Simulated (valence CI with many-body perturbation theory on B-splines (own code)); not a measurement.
## Lu57+: magnetic and hyperfine properties of the levels

Calculated by valence CI with perturbative core correlation (CI+MBPT): four valence electrons over a frozen Dirac-Fock core [Ne], a basis of 11 s, 11 p, 10 d, 8 f, 5 g, 2 h functions for each j, with the one-electron correlation potential Σ1, the two-electron term Σ2, the three-electron term Σ3, Breit, model QED; selected CI, second order for the rest, scaled by the run's own slope (own B-spline code, finite nucleus).

No measured spectrum was set against this ion. As an estimate, large intervals hold to a few tenths of a per cent, small ones and those within an open d or f shell to about a per cent. Among the levels kept, up to 560 cm⁻¹ of a level comes from second order outside the variational space, and about a tenth of that is noise between levels of different J, which matters for small intervals.

A/g_I is the dipole constant over the nuclear g factor μ/I (μ in nuclear magnetons, uniformly magnetised nucleus), B/Q the quadrupole constant per barn. Both hold the static response of the core; the bare values leave it out. Large factors of s and p1/2 electrons are usually good to 5 to 10 %; those of open d and f shells near neutrality can be off by tens of per cent, and small factors of p3/2, d and f electrons come from cancelling terms and can be off by a factor of two or in sign, in half-filled shells by more. B is blank for J = 1/2, where it vanishes, and for nearly pure S terms. Energies count from the lowest level. Levels with J = 0 are left out.

Levels are named by their leading jj configuration (3d3/2^4 stands for four electrons in 3d with j = 3/2), which in mixed levels can hold well under half, so a name can repeat and another be missing. Letters in brackets count levels of one name in rising energy.

```
                         Level  E (Ry)      g  A/g_I (MHz)  A/g_I bare  B/Q (MHz/b)  B/Q bare
        (3s^2 3p1/2 3p3/2) J=1  20.877  1.490      -154000     -147000       185000    182000
        (3s^2 3p1/2 3p3/2) J=2  21.532  1.165       526000      518000       339000    335000
        (3s 3p1/2^2 3p3/2) J=2  32.462  1.531      1270000     1250000       341000    336000
        (3s 3p1/2^2 3p3/2) J=1  34.422  1.041      -825000     -802000       199000    197000
        (3s^2 3p1/2 3d3/2) J=2  36.237  0.754       463000      457000        73800     75600
        (3s^2 3p1/2 3d3/2) J=1  39.242  0.878      -378000     -365000        56300     56800
        (3s^2 3p1/2 3d5/2) J=2  42.490  1.289      -163000     -156000        49200     50900
        (3s^2 3p1/2 3d5/2) J=3  42.559  1.107       294000      292000        53400     55800
            (3s^2 3p3/2^2) J=2  42.900  1.311       191000      190000        30100     29700
        (3s 3p1/2^2 3d3/2) J=1  48.107  0.434     -1030000    -1010000        30400     31400
        (3s 3p1/2^2 3d3/2) J=2  48.612  1.133      1200000     1180000        58600     60400
    (3s 3p1/2 3p3/2^2) J=2 [a]  52.807  1.523       830000      817000        90700     89400
        (3s 3p1/2^2 3d5/2) J=3  54.018  1.348       802000      790000        55400     57700
        (3s 3p1/2 3p3/2^2) J=3  54.065  1.311      1110000     1090000        20900     20700
        (3s 3p1/2^2 3d5/2) J=2  54.992  1.023      -692000     -672000        37100     39300
    (3s 3p1/2 3p3/2^2) J=1 [a]  55.904  1.270       975000      958000      -263000   -259000
    (3s 3p1/2 3p3/2^2) J=2 [b]  55.932  1.082       122000      124000       -24100    -23600
    (3s 3p1/2 3p3/2^2) J=1 [b]  56.706  1.346       718000      708000       189000    186000
        (3s^2 3p3/2 3d3/2) J=3  59.716  1.088       173000      174000       393000    390000
        (3s^2 3p3/2 3d3/2) J=2  59.953  1.059        39400       42700       -30100    -29700
        (3s^2 3p3/2 3d3/2) J=1  60.010  1.119       217000      216000      -178000   -176000
        (3s^2 3p3/2 3d5/2) J=4  62.942  1.239        95200       96600       452000    449000
        (3s^2 3p3/2 3d5/2) J=2  63.589  1.235        76300       78400      -239000   -235000
        (3s^2 3p3/2 3d5/2) J=3  65.262  1.195       110000      111000         2910      5000
        (3s^2 3p3/2 3d5/2) J=1  65.951  1.074       -23800      -19900        60000     60100
(3s 3p1/2 3p3/2 3d3/2) J=2 [a]  66.940  1.181       321000      319000         5820      5870
(3s 3p1/2 3p3/2 3d3/2) J=1 [a]  67.680  1.142       492000      486000      -170000   -169000
(3s 3p1/2 3p3/2 3d3/2) J=3 [a]  68.052  1.135       726000      715000       100000    100000
(3s 3p1/2 3p3/2 3d3/2) J=2 [b]  68.273  1.176       400000      397000       -47100    -46900
    (3s 3p1/2 3p3/2 3d3/2) J=4  69.225  1.166       865000      851000       323000    321000
(3s 3p1/2 3p3/2 3d3/2) J=2 [c]  70.207  0.908       502000      495000      -118000   -115000
(3s 3p1/2 3p3/2 3d3/2) J=3 [b]  70.636  1.291       770000      758000       313000    309000
(3s 3p1/2 3p3/2 3d3/2) J=1 [b]  70.962  1.728      1820000     1790000       117000    116000
(3s 3p1/2 3p3/2 3d3/2) J=2 [d]  71.062  1.393       888000      875000        90000     87400
```

Q: Take the isotope of mass number 175, with I = 7/2, μ = 2.2257 μN and Q = 3.49 b. What is the hyperfine structure of (3s 3p1/2^2 3p3/2) J=2?

A: From the table A = 809000 MHz, B = 1190000 MHz. Shifts from the centre of gravity in MHz: F = 3/2: -6640000, F = 5/2: -5150000, F = 7/2: -2770000, F = 9/2: 810000, F = 11/2: 5960000.
